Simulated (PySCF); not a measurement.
B3LYP has the VWN-RPA correlation part, as in Gaussian. 

```xyz
9

Si     1.9526    -0.0237    -0.0818
B      0.0029     0.1866    -0.0654
Si    -1.9546     0.0837     0.0011
H      2.2045    -0.8853     1.1124
H      2.4955    -0.7127    -1.2863
H      2.6992     1.2536     0.0883
H     -2.5846    -0.5732    -1.1787
H     -2.6215     1.4001     0.2008
H     -2.2029    -0.7637     1.2060
```

Charge 0, multiplicity 2.

Problem. Give the Mulliken and meta-Löwdin atomic charges from B3LYP-D3(BJ)/def2-TZVP // PBE0-D4/def2-TZVP (PySCF).

Solution. 
| atom | Mulliken (e) | meta-Löwdin (e) |
|---|---|---|
| Si1 | 0.08 | 0.37 |
| B2 | 0.12 | -0.24 |
| Si3 | 0.08 | 0.37 |
| H4 | -0.04 | -0.07 |
| H5 | -0.05 | -0.09 |
| H6 | -0.05 | -0.09 |
| H7 | -0.05 | -0.09 |
| H8 | -0.05 | -0.09 |
| H9 | -0.04 | -0.07 |
